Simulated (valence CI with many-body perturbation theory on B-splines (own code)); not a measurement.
## Fe XXI: what each term of the Hamiltonian does

Computed by valence CI with perturbative core correlation (CI+MBPT): four valence electrons over a frozen Dirac-Fock core [He], radial functions for each j: 11 s, 11 p, 9 d, 7 f, 5 g, 2 h, 1 i, with the one-electron correlation potential Σ1, the two-electron term Σ2, the three-electron term Σ3, Breit, model QED; selected CI, second order for the rest (own B-spline code, finite nucleus).

No measured levels were compared; by estimate levels of excited configurations hold to 0.05 to 0.15 % of their energy, terms of the ground configuration to about 0.5 %. Among the levels kept, up to 270 cm⁻¹ of a level comes from second order outside the variational space, and about a tenth of that is noise between levels of different J, which matters for small intervals.

Each rung adds one term. CI alone is the Dirac-Coulomb CI over the frozen core; QED comes last and gives the full result, which names the levels. Energies are above 2s2 2p2 3P_0 on the same rung, in × 10³ cm⁻¹.

Names give the largest LS component (configuration and term), which can be under half, so a name can repeat, a term be missing and a line seem to break the LS rules; names also repeat where a configuration has a term twice. Letters in brackets count levels of one name in rising energy.

| Level | CI alone | + Σ1 | + Σ2 | + Σ3 | + Breit | Full |
| --- | --- | --- | --- | --- | --- | --- |
| 2s2 2p2 3P_1 | 76.36 | 76.48 | 76.35 | 76.39 | 73.55 | 73.80 |
| 2s2 2p2 3P_2 | 122.84 | 122.98 | 122.94 | 122.91 | 117.03 | 117.33 |
| 2s2 2p2 1D_2 | 251.04 | 251.28 | 251.40 | 251.22 | 244.17 | 244.62 |
| 2s2 2p2 1S_0 | 375.85 | 376.05 | 376.95 | 376.50 | 371.76 | 372.07 |
| 2s 2p3 5S°_2 | 494.49 | 493.32 | 492.78 | 493.02 | 489.63 | 486.57 |
| 2s 2p3 3D°_1 | 783.49 | 782.31 | 781.52 | 781.23 | 779.97 | 776.81 |
| 2s 2p3 3D°_2 | 784.83 | 783.66 | 782.92 | 782.65 | 780.55 | 777.42 |
| 2s 2p3 3D°_3 | 815.39 | 814.27 | 813.48 | 813.22 | 806.62 | 803.60 |
| 2s 2p3 3P°_0 | 923.15 | 922.05 | 921.62 | 921.22 | 919.49 | 916.46 |
| 2s 2p3 3P°_1 | 933.55 | 932.46 | 931.83 | 931.43 | 928.08 | 925.09 |
| 2s 2p3 3P°_2 | 952.74 | 951.69 | 951.02 | 950.62 | 945.54 | 942.61 |
| 2s 2p3 3S°_1 | 1107.2 | 1106.0 | 1102.8 | 1101.8 | 1099.3 | 1096.1 |
| 2s 2p3 1D°_2 | 1140.3 | 1139.2 | 1137.0 | 1136.2 | 1130.7 | 1127.7 |
| 2s 2p3 1P°_1 | 1273.8 | 1272.8 | 1270.5 | 1269.5 | 1264.5 | 1261.6 |
| 2p4 3P_2 | 1660.6 | 1658.2 | 1654.9 | 1654.0 | 1653.2 | 1646.6 |
| 2p4 3P_0 | 1749.7 | 1747.3 | 1744.1 | 1743.2 | 1742.4 | 1736.0 |
| 2p4 3P_1 | 1756.1 | 1753.7 | 1750.5 | 1749.6 | 1747.1 | 1740.8 |
| 2p4 1D_2 | 1834.6 | 1832.3 | 1829.3 | 1828.5 | 1824.2 | 1817.9 |
| 2p4 1S_0 | 2063.4 | 2061.2 | 2058.4 | 2057.4 | 2054.7 | 2048.6 |
| 2s2 2p 3s 3P°_0 | 7667.7 | 7669.9 | 7669.9 | 7669.3 | 7662.4 | 7663.5 |
| 2s2 2p 3s 3P°_1 | 7676.8 | 7679.0 | 7678.9 | 7678.4 | 7671.0 | 7672.2 |
| 2s2 2p 3s 3P°_2 | 7788.5 | 7790.8 | 7790.8 | 7790.2 | 7779.1 | 7780.5 |
| 2s2 2p 3s 1P°_1 | 7812.0 | 7814.3 | 7814.1 | 7813.5 | 7802.5 | 7803.9 |
| 2s2 2p 3p 3D_1 | 7846.8 | 7848.7 | 7848.6 | 7848.1 | 7841.9 | 7842.1 |
| 2s2 2p 3p 3P_1 [a] | 7904.0 | 7905.9 | 7905.8 | 7905.2 | 7898.1 | 7898.3 |
| 2s2 2p 3p 3D_2 | 7907.9 | 7909.9 | 7909.7 | 7909.2 | 7901.4 | 7901.7 |
| 2s2 2p 3p 3P_0 | 7919.9 | 7921.7 | 7921.5 | 7920.9 | 7914.9 | 7915.0 |
| 2s2 2p 3p 3P_1 [b] | 7991.9 | 7993.9 | 7993.7 | 7993.1 | 7983.1 | 7983.5 |
| 2s2 2p 3p 3D_3 | 8004.1 | 8006.2 | 8006.1 | 8005.5 | 7994.2 | 7994.7 |
| 2s2 2p 3p 3S_1 | 8013.7 | 8015.7 | 8015.6 | 8015.1 | 8004.7 | 8005.1 |
| 2s2 2p 3p 3P_2 | 8016.2 | 8018.1 | 8017.9 | 8017.3 | 8007.0 | 8007.4 |

(1) How does the ionisation energy move along the ladder, and which term matters most?

## Answers

(1) CI alone 1689.9, + Σ1 1690.2, + Σ2 1690.2, + Σ3 1690.1, + Breit 1689.1, + QED 1689.1 eV. The largest step is Breit, -1.0 eV. NIST lists 1687 ± 1 eV (semi-empirical).
